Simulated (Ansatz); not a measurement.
A nudged elastic band was laid between two geometries of ClGeH7Si2 (11 atoms, charge 0, multiplicity 1).

Computed with RKS BLYP-D4/def2-SVP (Ansatz 0.2.0).

```yaml
movable_images: 7
climbing_image: yes
spring: 5.0 eV/Å²
optimiser: quadratic models (default)
start_path: through a guess of the saddle point
force_threshold: 0.05 eV/Å
iteration_limit: 60
end_points: relaxed
```

Image 0:

```xyz
11
Properties=species:S:1:pos:R:3
Cl -2.029 1.822 0.025
Si -0.055 1.797 0.772
Si 0.614 -0.466 0.783
Ge -0.200 -1.470 -1.252
H 0.802 2.613 -0.149
H -0.061 2.445 2.125
H 2.112 -0.562 0.866
H 0.024 -1.162 1.977
H -1.742 -1.629 -1.190
H 0.163 -0.572 -2.468
H 0.439 -2.873 -1.469
```

Image 8:

```xyz
11
Properties=species:S:1:pos:R:3
Cl -0.077 2.644 2.600
Si -0.314 1.785 0.693
Si 0.338 -0.478 0.776
Ge 0.067 -1.508 -1.391
H -1.753 1.914 0.287
H 0.528 2.551 -0.284
H 1.776 -0.561 1.203
H -0.507 -1.197 1.789
H -1.416 -1.417 -1.850
H 0.946 -0.782 -2.448
H 0.479 -3.007 -1.354
```

(1) Which bonds break or form, and what moves?

(2) Give the energies along the band, and the barrier.

(3) What is the geometry of the highest image?

Answers

(1) No bond is made or broken. The dihedral Cl1–Si2–Si3–Ge4 goes from 41 to 180°.

(2) The forces met the threshold. The highest image is number 5 of 0 to 8, 0.091 eV above the first end and 0.048 eV above the last; the last end lies 0.043 eV above the first. A vibrational analysis at the climbing image gives no mode beyond 40i cm⁻¹: the surface is too flat there to confirm a saddle point.

```csv
image,path coordinate (Å),energy (eV),dihedral Cl1–Si2–Si3–Ge4 (°)
0,0.00,0.000,41
1,0.74,0.011,58
2,1.49,0.039,75
3,2.23,0.067,92
4,2.97,0.086,108
5,3.71,0.091,126
6,4.49,0.074,144
7,5.26,0.053,162
8,6.03,0.043,180
```

(3) 
```xyz
11
Properties=species:S:1:pos:R:3:forces:R:3
Cl -1.646 2.219 2.176 0.01 0.00 0.00
Si -0.211 1.791 0.698 0.00 0.01 0.00
Si 0.393 -0.500 0.808 -0.01 0.01 -0.01
Ge 0.066 -1.481 -1.370 -0.01 0.00 0.00
H -0.814 2.113 -0.639 0.00 0.00 0.01
H 0.973 2.689 0.909 0.00 -0.01 0.00
H 1.829 -0.636 1.231 0.00 0.00 0.00
H -0.474 -1.193 1.819 0.00 0.00 0.00
H -1.429 -1.349 -1.776 0.00 0.00 0.00
H 0.919 -0.725 -2.429 0.00 0.00 0.00
H 0.459 -2.985 -1.406 0.00 0.00 0.00
```

The run took 58 s on 2 threads of Intel(R) Xeon(R) 6975P-C (Granite Rapids), on a shared host, peak memory 0.19 GiB.
